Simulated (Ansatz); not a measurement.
C3H5BO can be A, `BC1=CCO1`, or B, `BC1OC1=C`.

Gas-phase electronic energies from Ansatz, PBE0-D4/def2-TZVP geometries. CBS: MP2 limit from def2 TZ/QZ plus the TZ coupled-cluster correction, frozen cores. DFT in def2-TZVPP. B3LYP here is the variant with VWN-RPA as its local correlation; programs differ in this.

Which is lower in electronic energy at CCSD(T)/CBS, and by how much? (Best estimate.)

The calculation gave: A, by 7.4 kcal/mol.

Give E(B) − E(A) in kcal/mol with CCSD/def2-TZVPP, B3LYP-D4, r2SCAN-D4, B2PLYP, BLYP-D4, CCSD(T)/def2-SVP, LDA (SPW92). (An estimate is asked.)

The calculation gave: CCSD/def2-TZVPP 7.0, B3LYP-D4 5.5, r2SCAN-D4 4.5, B2PLYP 6.1, BLYP-D4 4.8, CCSD(T)/def2-SVP 7.2, LDA (SPW92) 7.5. None reverses the order clearly.

Does the order hold for the free energy at 298.15 K (harmonic terms from PBE0-D4)? (An estimate is asked.)

Computed: Yes: G(B) − G(A) = +6.3 kcal/mol.

Largest T1 diagnostic: 0.014.

From BLYP to BHLYP (50 % exact exchange), in def2-TZVPP and without D4, E(B) − E(A) moves by +1.8 kcal/mol. Leaving LDA and LC-ωPBE aside and taking each functional with its dispersion term where it has one, the values, not all of them listed here, spread over 2.5 kcal/mol, from r2SCAN-D4 to PBE-QIDH. LDA lies +2.2 kcal/mol from PBE without D4.
